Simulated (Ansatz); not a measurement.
Start from `FC1([SeH])O[SiH2]1` and change one atom or group to get `NC1(F)O[SiH2]1`.

Ansatz, PBE0-D4/def2-TZVP geometries, multiplicity 1. Each molecule was computed in one conformer, which needn't be the lowest.

Scalar relativity is left out up to krypton.

| property | `FC1([SeH])O[SiH2]1` |
| --- | --- |
| size of the dipole moment (PBE/def2-TZVPP) / D | 2.64 |
| LUMO energy (ωB97M-V/def2-TZVPP) / eV | 0.54 |
| HOMO–LUMO gap (B3LYP/def2-TZVPP) / eV | 5.16 |
| HOMO energy (PBE/def2-TZVPP) / eV | -5.72 |
| HOMO–LUMO gap (ωB97M-V/def2-TZVPP) / eV | 9.55 |
| HOMO–LUMO gap (PBE/def2-TZVPP) / eV | 3.65 |

Task: Give the same properties after the change, and the shifts. (Estimate.)

Result: The calculation gave: 
```json
{"property": "size of the dipole moment (PBE/def2-TZVPP) / D", "`NC1(F)O[SiH2]1`": "1.76", "shift": "-0.88"}
{"property": "LUMO energy (ωB97M-V/def2-TZVPP) / eV", "`NC1(F)O[SiH2]1`": "0.91", "shift": "0.37"}
{"property": "HOMO–LUMO gap (B3LYP/def2-TZVPP) / eV", "`NC1(F)O[SiH2]1`": "6.15", "shift": "0.99"}
{"property": "HOMO energy (PBE/def2-TZVPP) / eV", "`NC1(F)O[SiH2]1`": "-6.11", "shift": "-0.39"}
{"property": "HOMO–LUMO gap (ωB97M-V/def2-TZVPP) / eV", "`NC1(F)O[SiH2]1`": "10.62", "shift": "1.07"}
{"property": "HOMO–LUMO gap (PBE/def2-TZVPP) / eV", "`NC1(F)O[SiH2]1`": "4.43", "shift": "0.78"}
```

With PBE0 the HOMO falls by 0.59 eV and the LUMO rises by 0.41 eV, so the gap widens by about 1.00 eV. PBE moves the HOMO by -0.39 eV and ωB97M-V by -0.70 eV. Dipoles are sizes alone; their direction can turn.

B3LYP here is the variant with VWN-RPA as its local correlation; programs differ in this.

Spin–orbit coupling is left out; it splits and shifts lone-pair levels of the heavy atoms by tenths of an eV.
